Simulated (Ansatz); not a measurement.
Reaction (atomization): `FC([SiH3])CCl` → 2 C• + Cl• + F• + 6 H• + Si•

Gas-phase electronic energies from Ansatz, PBE0-D4/def2-TZVP geometries. CBS: MP2 limit from def2 TZ/QZ plus the TZ coupled-cluster correction, frozen cores. This one scheme is used for every species, atoms too. Functionals use def2-TZVPP. B3LYP here is the variant with VWN-RPA as its local correlation; programs differ in this. Open shells (•) are unrestricted, without spin–orbit coupling. Spin–orbit coupling would lower the free atoms: a little for C, Cl, F, Si. One conformer a species, not always the lowest.

```json
{"level": "PBE-D4", "ΔE (kJ/mol)": "3837.3", "difference from CCSD(T)/CBS": "59.7"}
{"level": "r2SCAN-D4", "ΔE (kJ/mol)": "3785.3", "difference from CCSD(T)/CBS": "7.7"}
{"level": "PBE0-D4", "ΔE (kJ/mol)": "3779.4", "difference from CCSD(T)/CBS": "1.8"}
{"level": "B3LYP-D4", "ΔE (kJ/mol)": "3766.0", "difference from CCSD(T)/CBS": "-11.6"}
{"level": "ωB97X-V", "ΔE (kJ/mol)": "3795.2", "difference from CCSD(T)/CBS": "17.6"}
{"level": "ωB97M-V", "ΔE (kJ/mol)": "3789.0", "difference from CCSD(T)/CBS": "11.4"}
{"level": "B2PLYP", "ΔE (kJ/mol)": "3725.2", "difference from CCSD(T)/CBS": "-52.4"}
{"level": "PBE", "ΔE (kJ/mol)": "3814.3", "difference from CCSD(T)/CBS": "36.7"}
{"level": "r2SCAN", "ΔE (kJ/mol)": "3779.6", "difference from CCSD(T)/CBS": "2.0"}
{"level": "PBE0", "ΔE (kJ/mol)": "3760.0", "difference from CCSD(T)/CBS": "-17.6"}
{"level": "B3LYP", "ΔE (kJ/mol)": "3729.0", "difference from CCSD(T)/CBS": "-48.6"}
{"level": "HF/def2-TZVPP", "ΔE (kJ/mol)": "2778.5", "difference from CCSD(T)/CBS": "-999.1"}
{"level": "MP2/def2-TZVPP", "ΔE (kJ/mol)": "3729.7", "difference from CCSD(T)/CBS": "-47.9"}
{"level": "SCS-MP2/def2-TZVPP", "ΔE (kJ/mol)": "3713.8", "difference from CCSD(T)/CBS": "-63.8"}
{"level": "CCSD/def2-TZVPP", "ΔE (kJ/mol)": "3626.6", "difference from CCSD(T)/CBS": "-151.0"}
{"level": "CCSD(T)/def2-TZVPP", "ΔE (kJ/mol)": "3679.7", "difference from CCSD(T)/CBS": "-97.9"}
{"level": "HF/def2-QZVPP", "ΔE (kJ/mol)": "2783.2", "difference from CCSD(T)/CBS": "-994.4"}
{"level": "MP2/def2-QZVPP", "ΔE (kJ/mol)": "3787.5", "difference from CCSD(T)/CBS": "9.9"}
{"level": "SCS-MP2/def2-QZVPP", "ΔE (kJ/mol)": "3777.2", "difference from CCSD(T)/CBS": "-0.4"}
{"level": "HF/CBS(def2)", "ΔE (kJ/mol)": "2783.9", "difference from CCSD(T)/CBS": "-993.7"}
{"level": "MP2/CBS(def2)", "ΔE (kJ/mol)": "3827.6", "difference from CCSD(T)/CBS": "50.0"}
{"level": "CCSD/CBS(def2)", "ΔE (kJ/mol)": "3724.6", "difference from CCSD(T)/CBS": "-53.0"}
{"level": "CCSD(T)/CBS", "ΔE (kJ/mol)": "3777.6", "difference from CCSD(T)/CBS": "0"}
```

Largest T1 diagnostic among the species: 0.012.

In def2-TZVPP, CCSD(T) changes the Hartree–Fock value by +901.2 kJ/mol (the triples alone add +53.1 kJ/mol) and MP2 by +951.1 kJ/mol; breaking electron pairs costs correlation energy, which Hartree–Fock lacks. The D4 term adds +37.0 kJ/mol with B3LYP and +19.4 kJ/mol with PBE0; it sums over pairs of atoms, weighted by their polarisabilities, and B3LYP, whose exchange is more repulsive, gets the larger term. From PBE to PBE0 (25 % exact exchange), in def2-TZVPP and without D4, ΔE moves by −54.2 kJ/mol: exact exchange takes away binding that semilocal exchange gives to molecules.

For atomizations the MP2-based limit and the directly extrapolated one differ by several kJ/mol either way, and by 10 to 25 for some Ge, Se and Sn compounds, so smaller differences from it don't rank the levels.
